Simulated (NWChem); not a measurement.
Molecule: CrH₂O₄; SMILES [O]=[Cr](=[O])([OH])[OH]

```xyz
7

Cr     0.0000     0.0000     0.2195
O     -0.2197     1.2468     1.0866
O      0.2197    -1.2468     1.0866
O      1.3866     0.2849    -0.7723
H      1.8950    -0.5068    -1.0007
O     -1.3866    -0.2849    -0.7723
H     -1.8950     0.5068    -1.0007
```
Atoms are numbered in this order, from 1.

Coordinates come from a PBE0/def2-SVP optimisation.

Q: Give the principal values of the shielding tensors (ppm) of Cr1, O2, O4 from PBE/pcSseg-1, GIAO (NWChem), with their diamagnetic and paramagnetic parts as GIAO splits them.

A: 
```csv
atom,σ11,σ22,σ33,isotropic,diamagnetic,paramagnetic
Cr1,-2430.6,-2391.1,-2208.2,-2343.3,1809.2,-4152.5
O2,-1455.6,-695.0,-427.4,-859.4,402.9,-1262.2
O4,-451.2,127.3,233.3,-30.2,391.2,-421.4
```
